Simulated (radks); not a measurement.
Charge is removed step by step from the 1s up level of neutral hydrogen, starting from 1s(up 1, down 0). Calculated with a radial shooting solver on a logarithmic mesh with Libxc functionals: non-relativistic Kohn-Sham, PBE, spin-polarised, spherical densities, point nucleus.

| removed (e) | E - E(0) (eV) | eigenvalue (eV) |
|---|---|---|
| 0 | 0.000 | -7.594 |
| 0.1 | 0.820 | -8.808 |
| 0.2 | 1.763 | -10.055 |
| 0.3 | 2.832 | -11.328 |
| 0.4 | 4.029 | -12.614 |
| 0.5 | 5.354 | -13.896 |
| 0.6 | 6.807 | -15.150 |
| 0.7 | 8.382 | -16.332 |
| 0.8 | 10.068 | -17.358 |
| 0.9 | 11.841 | -18.002 |

The mean slope of the eigenvalue, de/dn, is 11.6 eV per electron.
